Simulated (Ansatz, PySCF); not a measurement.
Dissociation curve of SMILES [SnH4] (H₄Sn). The Sn1–H5 bond (Sn1 also carries H, H, H; H5 carries nothing else) is stretched with both fragments frozen at the PBE0/def2-TZVP, def2 effective core potentials past Kr optimised geometry.

- RKS-PBE = Ansatz (a quantum-chemistry and plane-wave program) with restricted PBE/def2-SVP, def2 effective core potentials past Kr
- UKS-PBE = unrestricted PBE/def2-SVP, def2 effective core potentials past Kr in Ansatz
- RKS-PBE0 = restricted PBE0/def2-SVP, def2 effective core potentials past Kr (PySCF)
- UCCSD(T) = CCSD(T) on UHF/def2-SVP, 4 core orbitals frozen, def2 effective core potentials past Kr in PySCF

Energies relative to the lowest point of each curve near equilibrium, in mEh; the last columns give the difference from UCCSD(T):

| R / Å | RKS-PBE | UKS-PBE | RKS-PBE0 | UCCSD(T) | RKS-PBE − UCCSD(T) | UKS-PBE − UCCSD(T) | RKS-PBE0 − UCCSD(T) |
|---|---|---|---|---|---|---|---|
| 1.28 | 91.1 | 91.1 | 89.8 | 89.8 | 1.3 | 1.3 | 0.1 |
| 1.37 | 49.9 | 49.9 | 48.6 | 48.3 | 1.6 | 1.6 | 0.3 |
| 1.45 | 26.3 | 26.3 | 25.1 | 24.8 | 1.5 | 1.5 | 0.3 |
| 1.52 | 13.1 | 13.1 | 12.1 | 11.9 | 1.2 | 1.2 | 0.2 |
| 1.59 | 5.0 | 5.0 | 4.4 | 4.3 | 0.8 | 0.8 | 0.1 |
| 1.67 | 0.6 | 0.6 | 0.4 | 0.4 | 0.2 | 0.2 | 0.0 |
| 1.70 | 0.0 | 0.0 | 0.0 | 0.0 | 0.0 | 0.0 | 0.0 |
| 1.75 | 0.0 | 0.0 | 0.3 | 0.4 | -0.4 | -0.4 | 0.0 |
| 1.82 | 1.8 | 1.8 | 2.6 | 2.7 | -1.0 | -1.0 | -0.1 |
| 1.89 | 5.1 | 5.1 | 6.5 | 6.6 | -1.5 | -1.5 | -0.1 |
| 2.00 | 12.6 | 12.6 | 14.9 | 15.0 | -2.4 | -2.4 | 0.0 |
| 2.11 | 21.7 | 21.7 | 25.1 | 24.9 | -3.2 | -3.2 | 0.2 |
| 2.30 | 39.3 | 39.3 | 44.4 | 43.4 | -4.1 | -4.1 | 1.0 |
| 2.57 | 64.3 | 64.3 | 72.0 | 68.8 | -4.5 | -4.5 | 3.2 |
| 2.81 | 84.5 | 84.5 | 94.5 | 87.5 | -3.0 | -3.0 | 7.0 |
| 3.04 | 101.1 | 100.4 | 113.3 | 101.4 | -0.3 | -1.0 | 11.9 |
| 3.41 | 122.3 | 113.4 | 138.0 | 114.9 | 7.3 | -1.6 | 23.0 |
| 3.77 | 137.2 | 118.1 | 156.0 | 119.6 | 17.6 | -1.5 | 36.4 |
| 4.21 | 149.7 | 120.0 | 171.9 | 121.1 | 28.6 | -1.1 | 50.8 |
| 4.56 | 156.3 | 120.5 | 180.7 | 121.4 | 34.9 | -0.9 | 59.3 |
| 5.17 | 163.3 | 120.8 | 190.7 | 121.5 | 41.7 | -0.8 | 69.2 |
| 6.00 | 167.6 | 120.8 | 197.8 | 121.6 | 46.0 | -0.8 | 76.2 |

RKS-PBE is furthest from UCCSD(T) at 6.00 (46.0 mEh, above); its mean absolute difference over the points is 9.2 mEh.

UKS-PBE is furthest from UCCSD(T) at 2.57 (-4.5 mEh, below); its mean absolute difference over the points is 1.6 mEh.

RKS-PBE0 is furthest from UCCSD(T) at 6.00 (76.2 mEh, above); its mean absolute difference over the points is 15.4 mEh.

The restricted form behind RKS-PBE, RKS-PBE0 keeps the bonding electrons paired and can't separate into open-shell fragments. The unrestricted determinant behind UKS-PBE is spin-contaminated at 3.04 to 6.00 Å (<S²> up to 1.0, against 0.00 for a pure singlet). At the longest distance RKS-PBE0 leaves fractional charges on the fragments, a sign of delocalisation error or of the restricted form. The unrestricted determinant behind UCCSD(T) is spin-contaminated at 2.57 to 6.00 Å (<S²> up to 1.0, against 0.00 for a pure singlet).
